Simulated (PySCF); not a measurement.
Run times: iron in cc-pVTZ-DK

Measured wall times of calculations with PySCF 2.14 in cc-pVTZ-DK (7s6p4d2f1g, 68 functions), with the spin-free X2C one-electron Hamiltonian (Gaussian nucleus), run from one Python driver. Hardware: 1 thread of Neoverse-N1 on a shared host, 1.3 GiB allowed. The two-electron integrals over 68 functions were computed once and kept in memory (1.6 CPU seconds with the set-up); the times below exclude them. Kohn-Sham runs start from converged Hartree-Fock orbitals.

Launch command (the driver calls PySCF for each step listed in the task file):

```bash
OMP_NUM_THREADS=1 python atomrun2.py TASK.json OUT
```

```csv
species,step,iterations,wall time (s)
Fe [Ar] 3d6 4s2,UHF,9,0.93
Fe [Ar] 3d6 4s2,M06-L,12,7.9
Fe [Ar] 3d6 4s2,r2SCAN,14,9.1
Fe [Ar] 3d6 4s2,MP2 (8 electrons),,0.24
Fe⁺ [Ar] 3d6 4s1,UHF,7,0.71
Fe⁺ [Ar] 3d6 4s1,M06-L,7,4.8
Fe⁺ [Ar] 3d6 4s1,r2SCAN,6,4.3
Fe⁺ [Ar] 3d6 4s1,MP2 (7 electrons),,0.25
```

Peak memory of the process: 0.27 GiB. Times on a shared host vary from run to run.
